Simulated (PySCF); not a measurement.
H2BClS2 (SMILES SB(S)Cl), singlet, geometry from GFN2-xTB.

PySCF was given this input:
```python
from pyscf import gto, scf, dft
from pyscf.prop import polarizability

mol = gto.M(
    atom='''
B    -0.03151183   -0.01535288    0.00112219
Cl   -1.57989068   -0.76973880    0.05626269
S     0.09786339    1.59009840   -0.81975741
H     1.40030426    1.80586863   -0.64450814
S     1.35819663   -0.88069115    0.76790455
H     2.31843608    0.00593948    0.51207723
''',
    basis='6-31g',
    verbose=3,
)

mf = dft.RKS(mol)
mf.xc = 'b3lyp'
mf.kernel()
alpha = mf.Polarizability().polarizability()[2, 2]
print('alpha_zz =', alpha)
```

### Question
What does this run give for the total energy, HOMO-LUMO gap, polarisability along z, number of basis functions, Mulliken (on the basis functions themselves) charges in atom order?

### Answer

```
Quantity                                                                                                              Value
------------------------------------------------------------------  -------------------------------------------------------
total energy                                                                                                -1282.634805 Ha
HOMO-LUMO gap                                                                                                       6.53 eV
polarisability along z                                                                                           33.6 bohr³
number of basis functions                                                                                                52
Mulliken (on the basis functions themselves) charges in atom order  B1 -0.27, Cl2 -0.02, S3 0.10, H4 0.05, S5 0.10, H6 0.05
```
